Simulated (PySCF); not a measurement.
A small calculation by hand: chemical shift, span and skew from a shielding tensor

C₃H₇NSi, SMILES C=C=CN[SiH3]. Atoms are numbered in the order given.

```xyz
12

C     -0.7745     2.4072     0.0000
C      0.1858     1.5127     0.0000
C      1.1489     0.6112     0.0000
N      0.9587    -0.7757     0.0000
Si    -0.6098    -1.5443     0.0000
H     -1.1945     2.7994    -0.9354
H     -1.1945     2.7994     0.9354
H      2.1914     0.9517     0.0000
H      1.8055    -1.3280     0.0000
H     -1.4037    -1.1749     1.2075
H     -0.3353    -3.0093     0.0000
H     -1.4037    -1.1749    -1.2075
```
Charge 0, spin multiplicity 1.

Geometry: ωB97X-D3(BJ)/def2-SVP. The structure was generated by enumeration, and PubChem lists no compound with its InChIKey, so it may never have been made. The values are those of a single conformer.

GIAO shieldings from PySCF with PBE0/pcSseg-1, non-relativistic, no solvent. The symmetric part of the tensor of C1 has the principal values -0.6, 102.2, 165.0 ppm. The same nucleus in TMS has σ = 186.3 ppm at this level (PySCF, at its B3LYP-D3(BJ)/def2-TZVP geometry).

Work out the isotropic shielding, the ¹³C shift against TMS, the span and the skew.


σ(iso) = (σ11 + σ22 + σ33)/3 = 88.9 ppm. δ = σ(ref) − σ(iso) = 186.3 − (88.9) = 97.4 ppm.
Span Ω = σ33 − σ11 = 165.6 ppm. Skew κ = 3(σ(iso) − σ22)/Ω = -0.24. Tumbling in solution averages the tensor to δ; in a static solid the shielding alone would spread this spin-1/2 line over Ω.
